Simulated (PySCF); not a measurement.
Which determinant of AuO lies lowest?

Unrestricted PBE0; basis Au cc-pVDZ-PP with ECP60, O cc-pVDZ; scalar-relativistic core potentials; PySCF 2.14. Outer shells of the fragments: Au 5d10 6s1; O 2s2 2p4.

Followed along the bond (rough minima from three points):

```csv
2Ms+1,unpaired,⟨S²⟩ at the start,R at minimum (Å),Te (eV)
2,π ↑,0.76,1.89,0.00
4,"σ ↑, π ↑↑",3.77,none in the scan,≤ 1.24
```

Solutions found at the starting distance of 1.825 Å, counted from the lowest of them; the search is not exhaustive and high or unbound solutions are not listed, so other states can lie among these:

```
2Ms+1       unpaired   term  E (eV)  ⟨S²⟩  ⟨Lz²⟩  μ (D)
    2            π ↑     ²Π    0.00  0.76   1.01  -3.07
    4      σ ↑, π ↑↑    ⁴Σ⁻    1.30  3.77   0.00   0.41
    2            σ ↑    ²Σ⁺    1.65  0.77   0.00  -4.28
    2      σ ↓, π ↑↑  mixed    1.78  1.76   0.00   0.60
    2      σ ↑, π ↑↓  mixed    2.01  1.76   2.02   0.29
    4      σ ↑↑, π ↑     ⁴Π    2.11  3.76   1.02  -0.53
    2            σ ↑  mixed    3.23  1.00   2.00  -0.24
    2            δ ↑     ²Δ    3.65  0.75   4.00  -4.24
    4  σ ↑, π ↑, δ ↑  mixed    3.93  3.76   5.00  -1.11
    2  σ ↑, π ↑, δ ↓  mixed    4.06  1.76   5.01  -0.95
```

A term symbol is given only where ⟨S²⟩ and ⟨Lz²⟩ are close to those of a pure state; real π, δ and φ orbitals otherwise mix terms. A positive dipole means Au(−)O(+).

Spin–orbit coupling is left out. The state is the lowest single determinant that the PBE0 search found; with open d or f shells the true ground state can be another one.
